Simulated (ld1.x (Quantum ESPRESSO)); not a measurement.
**iron (Fe): RRKJ pseudisation with LDA (PZ), scalar-relativistic reference atom.**

ld1.x (Quantum ESPRESSO) 7.5 was run on this input:

```
&input
   title='Fe', zed=26., rel=1, dft='PZ', iswitch=3,
   config='[Ar] 3d6 4s1.5 4p0',
   nld=3, rlderiv=1.75, eminld=-9.0, emaxld=5.0, deld=0.04
 /
 &inputp
   pseudotype=2, tm=.false., rho0=0.01, lloc=-2, rcloc=1.20,
   nlcc=.false.,
   file_pseudopw='Fe.UPF', file_wfcaegen='ae.wfc', file_wfcncgen='nc.wfc', file_beta='beta', file_chi='chi'
 /
3
3S  1  0   2.00   0.00  1.30  1.30  0.0
3P  2  1   6.00   0.00  0.75  0.75  0.0
3D  3  2   6.00   0.00  1.60  1.60  0.0
 &test
   configts(1)='3s2 3p6 3d6 4s1.5 4p0'
 /
```

Command:

```bash
ld1.x < Fe.in > Fe.out
```

The program printed (shortened: banner, matrices, multipoles, cross overlaps and the repeated all-electron block are left out):

```
Program LD1 v.7.5
     --------------------------- All-electron run ----------------------------

     Fe
     scalar relativistic calculation

     atomic number is 26.00
     dft =PZ   lsd =0 sic =0 latt =0  beta=0.20 tr2=1.0E-14
     Exchange-correlation= PZ
                           (   1   1   0   0   0   0   0)
     mesh =1191 r(mesh) = 101.18024 a.u. xmin = -7.00 dx = 0.01250
     1 Ry =  13.60569312 eV, c = 137.03599908

     n l     nl                  e(Ry)          e(Ha)          e(eV)
     1 0     1S 1( 2.00)      -513.5659      -256.7830     -6987.4203
     2 0     2S 1( 2.00)       -60.4124       -30.2062      -821.9520
     2 1     2P 1( 6.00)       -51.6004       -25.8002      -702.0593
     3 0     3S 1( 2.00)        -7.1750        -3.5875       -97.6211
     3 1     3P 1( 6.00)        -4.7070        -2.3535       -64.0414
     3 2     3D 1( 6.00)        -0.8693        -0.4347       -11.8278
     4 0     4S 1( 1.50)        -0.6572        -0.3286        -8.9421
     4 1     4P 1( 0.00)        -0.3190        -0.1595        -4.3406

     final scf error:  6.4E-15 reached in  28 iterations

     Etot =   -2540.106154 Ry,   -1270.053077 Ha,  -34559.904831 eV

     Ekin =    2569.314817 Ry,    1284.657408 Ha,   34957.308932 eV
     Encl =   -6071.311060 Ry,   -3035.655530 Ha,  -82604.395143 eV
     Eh   =    1068.168557 Ry,     534.084278 Ha,   14533.173590 eV
     Exc  =    -106.278467 Ry,     -53.139234 Ha,   -1445.992209 eV

     normalization and overlap integrals

     s(1S/1S) =  1.000000  <r> =   0.0586  <r2> =    0.0046  r(max) =   0.0385
     s(2S/2S) =  1.000000  <r> =   0.2675  <r2> =    0.0845  r(max) =   0.2241
     s(2P/2P) =  1.000000  <r> =   0.2358  <r2> =    0.0684  r(max) =   0.1790
     s(3S/3S) =  1.000000  <r> =   0.8124  <r2> =    0.7628  r(max) =   0.6990
     s(3P/3P) =  1.000000  <r> =   0.8589  <r2> =    0.8718  r(max) =   0.7167
     s(3D/3D) =  1.000000  <r> =   1.1271  <r2> =    1.7011  r(max) =   0.7078
     s(4S/4S) =  1.000000  <r> =   2.8104  <r2> =    9.0979  r(max) =   2.3208
     s(4P/4P) =  1.000000  <r> =   3.7134  <r2> =   16.0890  r(max) =   3.0174

     ------------------------ End of All-electron run ------------------------

     --------------------- Generating NC pseudopotential ---------------------

      Generating local potential from pseudized AE potential:
      Matching radius rcloc =   1.2000
      Enforcing V''(0)=0 (lloc=-2)

      Local pseudo, rcloc= 1.212 Estimated cut-off energy=    21.55 Ry

      Wfc   3S  rcut= 1.306  Estimated cut-off energy=       31.48 Ry
      Using 4 Bessel functions for this wfc, rho(0) = 0.010
      This function has    0 nodes for 0 < r <    1.306

      Wfc   3P  rcut= 0.753  Estimated cut-off energy=      307.25 Ry
      This function has    0 nodes for 0 < r <    0.753

      Wfc   3D  rcut= 1.595  Estimated cut-off energy=       92.27 Ry
      This function has    0 nodes for 0 < r <    1.595

     ------------------- End of pseudopotential generation -------------------

     Computing logarithmic derivative in   1.75185
     Computing logarithmic derivative in   1.75185
     Computing the partial wave expansion
     R is outside the sphere for l=    0 j= 0.00
     R is outside the sphere for l=    1 j= 0.00
     R is outside the sphere for l=    2 j= 0.00

     ---------------------- Testing the pseudopotential ----------------------

     Fe
     scalar relativistic calculation

     atomic number is 26.00   valence charge is 16.00
     dft =PZ   lsd =0 sic =0 latt =0  beta=0.20 tr2=1.0E-14
     mesh =1191 r(mesh) = 101.18024 xmin = -7.00 dx = 0.01250

     n l     nl             e AE (Ry)        e PS (Ry)    De AE-PS (Ry)
     1 0     3S   1( 2.00)       -7.17502       -7.17501       -0.00001
     2 1     3P   1( 6.00)       -4.70696       -4.70697        0.00001
     3 2     3D   1( 6.00)       -0.86933       -0.86933        0.00000
     2 0     4S   1( 1.50)       -0.65723       -0.71911        0.06188  !
     3 1     4P   1( 0.00)       -0.31903       -0.31678       -0.00225

     eps = 5.5E-15  iter = 16

     Etot =   -2540.106154 Ry,   -1270.053077 Ha,  -34559.904831 eV
     Etotps =  -242.200423 Ry,    -121.100211 Ha,   -3295.304625 eV

     Ekin =     115.840990 Ry,      57.920495 Ha,    1576.096962 eV
     Encl =    -481.663149 Ry,    -240.831574 Ha,   -6553.360988 eV
     Ehrt =     201.068597 Ry,     100.534299 Ha,    2735.677633 eV
     Ecxc =     -24.616119 Ry,     -12.308060 Ha,    -334.919362 eV
     Epseu=     -52.830743 Ry,     -26.415371 Ha,    -718.798870 eV

     ---------------------- End of pseudopotential test ----------------------
```

Generation and configuration tests took about 3.7 s on one core of a shared server CPU.

Transferability test of the new file with ld1.x, input:

```
&input
   title='Fe', zed=26., rel=1, dft='PZ', iswitch=2,
   config='[Ar] 3d6 4s1.5 4p0'
 /
 &test
   file_pseudo='Fe.UPF', nconf=10,
   configts(1)='3s2 3p6 3d6 4s1.5 4p0',
   configts(2)='3s2 3p6 3d6 4s2 4p0',
   configts(3)='3s2 3p6 3d6 4s1 4p0',
   configts(4)='3s2 3p6 3d6 4s0 4p0',
   configts(5)='3s2 3p6 3d6.5 4s1.5 4p0',
   configts(6)='3s1 3p6 3d6 4s2 4p0',
   configts(7)='3s2 3p5 3d6 4s2 4p0',
   configts(8)='3s2 3p6 3d6 4s0 4p1',
   configts(9)='3s2 3p6 3d6 4s1.5 4p0', lsdts(9)=1,
   configts(10)='3s2 3p6 3d6 4s2 4p0', lsdts(10)=1
 /
```

```bash
ld1.x < Fe.test.in > Fe.test.out
```

Pseudopotential blocks of its output, shortened (energy terms left out):

```
     ---------------------- Testing the pseudopotential ----------------------

     n l     nl             e AE (Ry)        e PS (Ry)    De AE-PS (Ry)
     1 0     3S   1( 2.00)       -7.17502       -7.17501       -0.00001
     2 1     3P   1( 6.00)       -4.70696       -4.70697        0.00001
     3 2     3D   1( 6.00)       -0.86933       -0.86933        0.00000
     2 0     4S   1( 1.50)       -0.65723       -0.71911        0.06188  !
     3 1     4P   1( 0.00)       -0.31903       -0.31678       -0.00225

     eps = 6.7E-15  iter = 16

     Etot =   -2540.106154 Ry,   -1270.053077 Ha,  -34559.904831 eV
     Etotps =  -242.200421 Ry,    -121.100210 Ha,   -3295.304600 eV

     ---------------------- End of pseudopotential test ----------------------

          ---------------------- Testing the pseudopotential ----------------------

     n l     nl             e AE (Ry)        e PS (Ry)    De AE-PS (Ry)
     1 0     3S   1( 2.00)       -6.87296       -6.85338       -0.01958  !
     2 1     3P   1( 6.00)       -4.40452       -4.38520       -0.01933  !
     3 2     3D   1( 6.00)       -0.56965       -0.55235       -0.01730  !
     2 0     4S   1( 2.00)       -0.40342       -0.44887        0.04545  !
     3 1     4P   1( 0.00)       -0.10550       -0.10004       -0.00546  !

     eps = 2.9E-15  iter = 21

     Etot =   -2540.370445 Ry,   -1270.185223 Ha,  -34563.500698 eV
     Etotps =  -242.491488 Ry,    -121.245744 Ha,   -3299.264764 eV
     dEtot_ae =      -0.264291 Ry
     dEtot_ps =      -0.291067 Ry,   Delta E=       0.026775 Ry

     ---------------------- End of pseudopotential test ----------------------

          ---------------------- Testing the pseudopotential ----------------------

     n l     nl             e AE (Ry)        e PS (Ry)    De AE-PS (Ry)
     1 0     3S   1( 2.00)       -7.50543       -7.52984        0.02441  !
     2 1     3P   1( 6.00)       -5.03768       -5.06172        0.02404  !
     3 2     3D   1( 6.00)       -1.19594       -1.21675        0.02081  !
     2 0     4S   1( 1.00)       -0.92859       -1.00964        0.08105  !
     3 1     4P   1( 0.00)       -0.55469       -0.55732        0.00263

     eps = 9.8E-15  iter = 12

     Etot =   -2539.710356 Ry,   -1269.855178 Ha,  -34554.519721 eV
     Etotps =  -241.768998 Ry,    -120.884499 Ha,   -3289.434793 eV
     dEtot_ae =       0.395798 Ry
     dEtot_ps =       0.431423 Ry,   Delta E=      -0.035625 Ry

     ---------------------- End of pseudopotential test ----------------------

          ---------------------- Testing the pseudopotential ----------------------

     n l     nl             e AE (Ry)        e PS (Ry)    De AE-PS (Ry)
     1 0     3S   1( 2.00)       -8.23548       -8.33223        0.09675  !
     2 1     3P   1( 6.00)       -5.76799       -5.86301        0.09502  !
     3 2     3D   1( 6.00)       -1.91334       -1.99394        0.08060  !
     2 0     4S   1( 0.00)       -1.49677       -1.63305        0.13628  !
     3 1     4P   1( 0.00)       -1.05270       -1.07440        0.02171  !

     eps = 2.5E-16  iter = 17

     Etot =   -2538.498203 Ry,   -1269.249101 Ha,  -34538.027538 eV
     Etotps =  -240.450849 Ry,    -120.225425 Ha,   -3271.500463 eV
     dEtot_ae =       1.607951 Ry
     dEtot_ps =       1.749572 Ry,   Delta E=      -0.141620 Ry

     ---------------------- End of pseudopotential test ----------------------

          ---------------------- Testing the pseudopotential ----------------------

     n l     nl             e AE (Ry)        e PS (Ry)    De AE-PS (Ry)
     1 0     3S   1( 2.00)       -6.69262       -6.69819        0.00557  !
     2 1     3P   1( 6.00)       -4.22953       -4.23447        0.00494
     3 2     3D   1( 6.50)       -0.42116       -0.42549        0.00433
     2 0     4S   1( 1.50)       -0.36387       -0.40849        0.04462  !
     3 1     4P   1( 0.00)       -0.08699       -0.08581       -0.00117

     eps = 8.5E-15  iter = 17

     Etot =   -2540.425478 Ry,   -1270.212739 Ha,  -34564.249460 eV
     Etotps =  -242.521147 Ry,    -121.260573 Ha,   -3299.668301 eV
     dEtot_ae =      -0.319324 Ry
     dEtot_ps =      -0.320726 Ry,   Delta E=       0.001402 Ry

     ---------------------- End of pseudopotential test ----------------------

          ---------------------- Testing the pseudopotential ----------------------

     n l     nl             e AE (Ry)        e PS (Ry)    De AE-PS (Ry)
     1 0     3S   1( 1.00)       -8.07938       -8.02051       -0.05887  !
     2 1     3P   1( 6.00)       -5.59373       -5.53730       -0.05643  !
     3 2     3D   1( 6.00)       -1.67870       -1.60976       -0.06894  !
     2 0     4S   1( 2.00)       -1.06045       -1.15200        0.09155  !
     3 1     4P   1( 0.00)       -0.64288       -0.62238       -0.02050  !

     eps = 9.0E-16  iter = 14

     Etot =   -2532.918119 Ry,   -1266.459060 Ha,  -34462.106634 eV
     Etotps =  -235.072602 Ry,    -117.536301 Ha,   -3198.325678 eV
     dEtot_ae =       7.188035 Ry
     dEtot_ps =       7.127819 Ry,   Delta E=       0.060216 Ry

     ---------------------- End of pseudopotential test ----------------------

          ---------------------- Testing the pseudopotential ----------------------

     n l     nl             e AE (Ry)        e PS (Ry)    De AE-PS (Ry)
     1 0     3S   1( 2.00)       -8.06059       -8.00465       -0.05595  !
     2 1     3P   1( 5.00)       -5.57656       -5.52221       -0.05434  !
     3 2     3D   1( 6.00)       -1.66297       -1.59766       -0.06531  !
     2 0     4S   1( 2.00)       -1.05997       -1.15085        0.09088  !
     3 1     4P   1( 0.00)       -0.64284       -0.62262       -0.02022  !

     eps = 6.6E-15  iter = 18

     Etot =   -2535.403070 Ry,   -1267.701535 Ha,  -34495.916118 eV
     Etotps =  -237.555429 Ry,    -118.777714 Ha,   -3232.106263 eV
     dEtot_ae =       4.703084 Ry
     dEtot_ps =       4.644992 Ry,   Delta E=       0.058092 Ry

     ---------------------- End of pseudopotential test ----------------------

          ---------------------- Testing the pseudopotential ----------------------

     n l     nl             e AE (Ry)        e PS (Ry)    De AE-PS (Ry)
     1 0     3S   1( 2.00)       -7.61343       -7.70194        0.08851  !
     2 1     3P   1( 6.00)       -5.14553       -5.23270        0.08717  !
     3 2     3D   1( 6.00)       -1.29869       -1.37095        0.07226  !
     2 0     4S   1( 0.00)       -0.99313       -1.10435        0.11122  !
     3 1     4P   1( 1.00)       -0.61148       -0.63193        0.02045  !

     eps = 5.4E-18  iter = 15

     Etot =   -2539.333036 Ry,   -1269.666518 Ha,  -34549.386018 eV
     Etotps =  -241.307537 Ry,    -120.653768 Ha,   -3283.156290 eV
     dEtot_ae =       0.773118 Ry
     dEtot_ps =       0.892884 Ry,   Delta E=      -0.119766 Ry

     ---------------------- End of pseudopotential test ----------------------

          ---------------------- Testing the pseudopotential ----------------------

     n l     nl             e AE (Ry)        e PS (Ry)    De AE-PS (Ry)
     1 0     3S   1( 1.00)       -7.27809       -7.28833        0.01024  !
     2 1     3P   1( 3.00)       -4.80785       -4.81597        0.00812  !
     3 2     3D   1( 5.00)       -0.96208       -0.97082        0.00874  !
     2 0     4S   1( 1.00)       -0.69111       -0.75573        0.06462  !
     3 1     4P   1( 0.00)       -0.33940       -0.33595       -0.00345
     1 0     3S   2( 1.00)       -6.98183       -6.96651       -0.01532  !
     2 1     3P   2( 3.00)       -4.51878       -4.50563       -0.01316  !
     3 2     3D   2( 1.00)       -0.70292       -0.69160       -0.01132  !
     2 0     4S   2( 0.50)       -0.60307       -0.65733        0.05426  !
     3 1     4P   2( 0.00)       -0.28832       -0.28775       -0.00056

     eps = 6.4E-15  iter = 21

     Etot =   -2540.375919 Ry,   -1270.187959 Ha,  -34563.575167 eV
     Etotps =  -242.491140 Ry,    -121.245570 Ha,   -3299.260031 eV
     dEtot_ae =      -0.269765 Ry
     dEtot_ps =      -0.290719 Ry,   Delta E=       0.020954 Ry

     ---------------------- End of pseudopotential test ----------------------

          ---------------------- Testing the pseudopotential ----------------------

     n l     nl             e AE (Ry)        e PS (Ry)    De AE-PS (Ry)
     1 0     3S   1( 1.00)       -6.97799       -6.96918       -0.00881  !
     2 1     3P   1( 3.00)       -4.50726       -4.49625       -0.01101  !
     3 2     3D   1( 5.00)       -0.66212       -0.65419       -0.00793  !
     2 0     4S   1( 1.00)       -0.42649       -0.47470        0.04820  !
     3 1     4P   1( 0.00)       -0.11516       -0.10909       -0.00607  !
     1 0     3S   2( 1.00)       -6.68435       -6.65297       -0.03139  !
     2 1     3P   2( 3.00)       -4.22152       -4.19277       -0.02875  !
     3 2     3D   2( 1.00)       -0.41365       -0.38777       -0.02587  !
     2 0     4S   2( 1.00)       -0.37314       -0.41268        0.03953  !
     3 1     4P   2( 0.00)       -0.09551       -0.09144       -0.00406

     eps = 6.2E-15  iter = 26

     Etot =   -2540.619508 Ry,   -1270.309754 Ha,  -34566.889373 eV
     Etotps =  -242.758109 Ry,    -121.379055 Ha,   -3302.892339 eV
     dEtot_ae =      -0.513354 Ry
     dEtot_ps =      -0.557689 Ry,   Delta E=       0.044334 Ry

     ---------------------- End of pseudopotential test ----------------------
```
